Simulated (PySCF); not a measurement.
Compound: C7H6ClO2P.
SMILES with atom numbers: `[CH3:1][O:2][C:3](=[O:4])[c:5]1[cH:6][c:7]([Cl:8])[cH:9][cH:10][p:11]1`

NICS = −σ at a ghost point: NICS(0) at the centroid of the ring atoms, NICS(1) 1 Å to either side along the normal of their mean plane, zz for the tensor component along that normal. Level: GIAO PBE0/pcSseg-1 (PySCF, non-relativistic, gas phase) on the GFN2-xTB geometry, one conformer.

Ring bond lengths (Å), with Mayer bond orders in brackets: C5–C6 1.386 (1.37), C6–C7 1.383 (1.35), C7–C9 1.391 (1.34), C9–C10 1.377 (1.48), C10–P11 1.740 (1.26), P11–C5 1.746 (1.27).

Task: Give the NICS values of each ring in ppm.

Result: 
| ring | type | NICS(0) | NICS(1), two faces | NICS(1)zz, two faces | rms pucker (Å) | centre to ring atoms, mean (Å) |
| --- | --- | --- | --- | --- | --- | --- |
| C5–C6–C7–C9–C10–P11 | 6-membered ring with P; formal bonds all aromatic | -7.8 | -10.3 / -10.3 | -24.3 / -24.3 | 0.00 | 1.49 |

Task: What can be read from them?

Result: 
- C5–C6–C7–C9–C10–P11: mean NICS(1)zz -24.3 ppm, shielded.

Task: How equal are the bonds by HOMA? Use HOMA with the parameters of Krygowski (1993).

Result: 
- C5–C6–C7–C9–C10–P11: HOMA 0.91; the largest term is that of P11–C5, α(R − Ropt)² = 0.27.

Task: What field does 1 T along the ring normal induce along that normal at the first NICS(1) probe listed for ring C5–C6–C7–C9–C10–P11, 1 Å off the ring?

Result: NICSzz × B0 = -24.3 ppm × 1 T = -24 μT, against the applied field.

Shape of the structure used: `[CH3:1][O:2][C:3](=[O:4])[c:5]1[cH:6][c:7]([Cl:8])[cH:9][cH:10][p:11]1`: C1–O2–C3–O4 0°, O2–C3–C5–C6 180°.
